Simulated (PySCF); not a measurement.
# Correlation energy of F (fluorine, neutral)

[He] 2s2 2p5, 2P determinant. Computed with PySCF 2.14 in aug-cc-pCVQZ-DK (9s8p6d4f2g, 109 functions), with the spin-free X2C one-electron Hamiltonian (Gaussian nucleus). Frozen: 1s2; 7 electrons correlated.

MP2 pair energies summed by pair of shells (mhartree):

| pair | energy | share (%) |
| --- | --- | --- |
| 2p-2p | -136.36 | 60.1 |
| 2s-2p | -78.95 | 34.8 |
| 2s-2s | -11.60 | 5.1 |

Total MP2 correlation energy: -226.91 mhartree.

Same-spin part -52.77 and opposite-spin part -174.14 mhartree; SCS-MP2 scales them by 1/3 and 6/5 to -226.56 mhartree.
